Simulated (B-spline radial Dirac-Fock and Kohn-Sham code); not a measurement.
## Isotope-shift constants of the inner levels of Cr

System: the Cr atom, configuration [Ar] 3d5 4s1.

Method: first-order field-shift and mass-shift constants from Dirac-Fock ground and hole states with a Fermi nucleus; the mass shift has no relativistic recoil terms. Computed with a radial B-spline solver. A binding energy shifts by δE = F·δ⟨r²⟩ + (K_N + K_S)·δ(1/M); F is taken for a change of radius at fixed skin thickness and so holds the higher radial moments.

```
     level  F (meV/fm²)  K_N (meV u)  K_S (meV u)
    K (1s)       -2.386        -3294         1195
   L1 (2s)      -0.2164       -386.6       -126.1
L2 (2p1/2)      0.02313       -323.9        289.3
L3 (2p3/2)      0.02363       -319.2        277.5
   M1 (3s)     -0.02897       -47.20       -32.56
M2 (3p1/2)     0.003125       -28.84        23.33
M3 (3p3/2)     0.003190       -28.29        21.24
```

Line shifts in meV from A = 52 (mass 51.9405 u, rms radius 3.6452 fm); radii from Angeli and Marinova (2013).

```
 A  mass (u)  radius (fm)    Kα1    Kα2    Kβ1    Lβ3
50   49.9460       3.6588      ?      ?      ?      ?
53   52.9406       3.6511  +0.64  +0.65  +0.66  +0.17
54   53.9389       3.6885  +0.70  +0.71  +0.73  +0.29
```

Q: What are the shifts for A = 50?

A: Kα1 -1.82 meV (field -0.24, mass -1.58); Kα2 -1.83 meV (field -0.24, mass -1.59); Kβ1 -1.85 meV (field -0.24, mass -1.61); Lβ3 -0.41 meV (field -0.02, mass -0.39).
